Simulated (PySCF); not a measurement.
This PySCF input asks for the NMR shieldings of SMILES [SiH2](CC=C)C[SiH2]C#C[SiH3], C6H14Si3; the geometry comes from GFN2-xTB.

```python
import basis_set_exchange as bse
import numpy as np
from pyscf import gto, dft
from pyscf.prop import nmr

atoms = """
C    -3.117330    1.905580    0.517753
C    -2.093853    1.368899   -0.122688
C    -1.143427    0.389159    0.459796
Si   -1.476491   -1.367792   -0.208546
C    -0.069547   -2.529729    0.329288
Si    1.595067   -2.319754   -0.572248
C     2.196972   -0.585066   -0.333824
C     2.558353    0.559819   -0.171482
Si    3.045214    2.325312    0.083064
H    -3.790582    2.600239    0.044990
H    -3.321844    1.672550    1.550039
H    -1.916670    1.619760   -1.160690
H    -0.121319    0.674703    0.208842
H    -1.231887    0.386969    1.546816
H    -1.570295   -1.345134   -1.674585
H    -2.759297   -1.845461    0.332147
H     0.093552   -2.421259    1.402184
H    -0.402485   -3.556858    0.179519
H     2.601023   -3.232624   -0.007288
H     1.434638   -2.561666   -2.012175
H     1.957323    2.991710    0.805248
H     4.283296    2.358605    0.865258
H     3.244838    2.939025   -1.232529
"""
names = dict.fromkeys(["C", "Si", "H"], "pcSseg-1")
basis = {el: gto.basis.parse(bse.get_basis(n, elements=[el], fmt="nwchem")) for el, n in names.items()}
mol = gto.M(atom=atoms, basis=basis, charge=0, verbose=0)
mf = dft.RKS(mol, xc="PBE0")
mf.grids.level = 2
mf.grids.alignment = dft.numint.BLKSIZE   # the property module wants whole blocks of grid points
mf.conv_tol = 1e-9
mf.kernel()

calc = nmr.RKS(mf)   # GIAO
C = mf.mo_coeff
Co = C[:, mf.mo_occ > 0]
resp = mf.gen_response(singlet=True, hermi=2)
def vind(x):   # induced exchange potential for any number of trial vectors
    d = np.einsum("pi,xij,qj->xpq", C, 2 * x.reshape(-1, C.shape[1], Co.shape[1]), Co, optimize=True)
    return np.einsum("xpq,pi,qj->xij", resp(d - d.transpose(0, 2, 1)), C, Co, optimize=True).ravel()
mo1, _ = nmr.rhf.solve_mo1(calc, with_cphf=vind)
sigma = calc.kernel(mo1)
for i, s in enumerate(sigma):   # ppm
    print("%2d %-2s %9.2f" % (i, mol.atom_pure_symbol(i), np.trace(s) / 3))
```

Question: Give the expected output.

Answer: 
```
 0 C      67.86
 1 C      43.40
 2 C     161.65
 3 Si    386.60
 4 C     194.79
 5 Si    416.75
 6 C      65.16
 7 C      71.29
 8 Si    448.53
 9 H      26.58
10 H      26.42
11 H      25.54
12 H      28.78
13 H      29.87
14 H      27.54
15 H      27.46
16 H      31.67
17 H      32.03
18 H      27.01
19 H      27.18
20 H      27.46
21 H      27.49
22 H      27.49
```

These numbers come from an equivalent density-fitted implementation of the same equations, which agrees with the script to about 0.01 ppm for H and up to a few tenths of a ppm for heavy atoms, so last digits may differ.

Question: Turn these shieldings into chemical shifts. δ = σ(ref) − σ, references computed at the same level: 13C (σref 186.93) and 29Si (σref 349.16) and 1H (σref 31.72) vs TMS.

Answer: Averaging equivalent atoms: C 1: 143.5; C 6: 121.8; C 0: 119.1; C 7: 115.6; C 2: 25.3; C 4: -7.9; Si 3: -37.4; Si 5: -67.6; Si 8: -99.4; H 11: 6.18; H 10: 5.29; H 9: 5.14; H 18/19: 4.62; H 20/21/22: 4.24; H 14/15: 4.22; H 12/13: 2.39; H 16/17: -0.14 ppm. 

Size and cost of the density-fitted run: 244 basis functions, 110 s wall time on 1 thread of an Arm Neoverse N1, shared host; peak memory 1.2 GiB.
